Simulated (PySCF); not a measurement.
H6OSiZr, multiplicity 1. Atoms are numbered in the order given.

```xyz
9

Zr     0.0000     0.0000     1.1187
H      1.5368    -0.8873     1.6852
H      0.0000     1.7745     1.6852
H     -1.5368    -0.8873     1.6852
O      0.0000     0.0000    -0.7908
Si     0.0000     0.0000    -2.4721
H      0.0000    -1.4074    -2.9552
H      1.2189     0.7037    -2.9552
H     -1.2189     0.7037    -2.9552
```

The structure is a stationary point at B3LYP-D3(BJ)/def2-SVP. The spin state was assumed, not searched. The structure was generated by enumeration; whether it is a known compound was not checked. The def2 effective core potentials stand for the cores of Zr; spin–orbit coupling is left out.

The numbers are results of M06-2X/def2-TZVPD (PySCF), not measurements.

Mulliken values depend strongly on the basis, most of all with diffuse functions as here. ESP charges are fitted to the potential on shells at 1.4 to 2.0 van der Waals radii. Atomic charges (e):

```
atom     ESP fit  Mulliken
----  ----------  --------
Zr1   (withheld)      0.50
H2         -0.32     -0.17
H3         -0.32     -0.17
H4         -0.32     -0.17
O5    (withheld)     -0.02
Si6   (withheld)      0.15
H7         -0.04     -0.04
H8         -0.04     -0.04
H9         -0.04     -0.04
```

### Question
Some entries are withheld; supply them. (The exact figures need the calculation; the answer reports its results.)

### Answer

- Zr1, ESP fit: 1.26
- O5, ESP fit: -0.49
- Si6, ESP fit: 0.30
